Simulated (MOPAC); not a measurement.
MOPAC input (AM1):

```
AM1 PRECISE GNORM=0.05 LET XYZ GEO-OK AUX(PRECISION=9) THREADS=1
F2Si

Si    0.01529876 1    0.01273124 1    0.57681924 1
F     1.02401244 1   -0.69021782 1   -0.46109671 1
F    -1.04781051 1    0.67041367 1   -0.43617766 1
```

From the last part of the output:

```
                                                       MOPAC v23.2.5 Linux

          FINAL HEAT OF FORMATION =       -154.64013 KCAL/MOL =    -647.01431 KJ/MOL

          COSMO AREA              =         87.54 SQUARE ANGSTROMS
          COSMO VOLUME            =         73.88 CUBIC ANGSTROMS

          GRADIENT NORM           =          0.00319          =       0.00184 PER ATOM
          IONIZATION POTENTIAL    =          8.188623 EV
          HOMO LUMO ENERGIES (EV) =         -8.189 -0.553
          NO. OF FILLED LEVELS    =          9
          MOLECULAR WEIGHT        =         66.0823         POINT GROUP:  C2v

          MOLECULAR DIMENSIONS (Angstroms)

            Atom       Atom       Distance
            F     3    F     2     2.41547
            F     2   Si     1     1.06748
           Si     1    F     2     0.00000

          SCF CALCULATIONS        =          6

   ATOM   CHEMICAL          X               Y               Z
  NUMBER   SYMBOL      (ANGSTROMS)     (ANGSTROMS)     (ANGSTROMS)

     1      Si          0.01598102  *   0.01329960  *   0.60255811  *
     2       F          0.99713572  *  -0.67318495  *  -0.47642609  *
     3       F         -1.02176333  *   0.65268976  *  -0.45214307  *

                             CARTESIAN COORDINATES

   1   Si        0.015981022     0.013299597     0.602558112
   2    F        0.997135724    -0.673184953    -0.476426089
   3    F       -1.021763327     0.652689762    -0.452143074

           Empirical Formula: Si F2  =     3 atoms

      MOLECULAR POINT GROUP   :   C2v

                  EIGENVALUES
 -48.38021 -47.58561 -17.42688 -15.63445 -15.59993 -15.16616 -14.13976 -14.13936
  -8.18862  -0.55311   2.19695   3.38383

              NET ATOMIC CHARGES AND DIPOLE CONTRIBUTIONS

  ATOM NO.   TYPE          CHARGE      No. of ELECS.   s-Pop       p-Pop
    1         Si           0.918692        3.0813     1.51969     1.56162
    2          F          -0.459346        7.4593     1.87792     5.58143
    3          F          -0.459346        7.4593     1.87792     5.58143
 DIPOLE           X         Y         Z       TOTAL
 POINT-CHG.     0.125     0.104     4.708     4.710
 HYBRID        -0.100    -0.083    -3.758     3.760
 SUM            0.025     0.021     0.950     0.951

          ATOMIC ORBITAL ELECTRON POPULATIONS

     Atom    s        px        py        pz
    1 Si   1.51969   0.32686   0.30691   0.92784
    2  F   1.87792   1.85487   1.85069   1.87587
    3  F   1.87792   1.84707   1.85495   1.87941

 **********************
 *                    *
 * JOB ENDED NORMALLY *
 *                    *
 **********************

 == MOPAC DONE ==
```
